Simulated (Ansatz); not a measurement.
Species: sum formula BN$_{2}$H$_{5}$ (charge 0, singlet). SMILES: B(N)N
Coordinates optimised at B3LYP-D3(BJ)/def2-TZVP (Ansatz, a first-principles code):
```
B
N 1 1.4120
H 2 1.0034 1 122.04
H 2 1.0060 3 113.52 1 -180.00
N 1 1.4120 2 122.86 3 -180.00
H 5 1.0034 1 122.04 2 -180.00
H 5 1.0060 6 113.52 1 -180.00
H 1 1.1954 2 118.57 3 0.00
```
Charge 0, spin multiplicity 1.

Atomisation energy built up term by term with Ansatz (kcal/mol; UHF references for open shells; valence terms freeze the core; atomic spin-orbit terms are left out). CBS(X,Y): correlation extrapolated as X^-3; Hartree-Fock from the larger set.

```json
[
 {"term": "Hartree-Fock", "basis": "cc-pVQZ", "kcal/mol": "504.93"},
 {"term": "CCSD correlation", "basis": "CBS(cc-pVTZ,cc-pVQZ)", "kcal/mol": "188.79"},
 {"term": "(T)", "basis": "CBS(cc-pVTZ,cc-pVQZ)", "kcal/mol": "10.51"},
 {"term": "core correlation", "basis": "cc-pwCVTZ", "kcal/mol": "2.99"},
 {"term": "scalar relativity (X2C)", "basis": "cc-pVTZ-DK against cc-pVTZ", "kcal/mol": "-0.66"},
 {"term": "sum: De", "basis": "", "kcal/mol": "706.6"}
]
```

(T) makes 1.5 % of the CCSD(T) atomisation energy; under 5 % is typical of single-reference molecules.
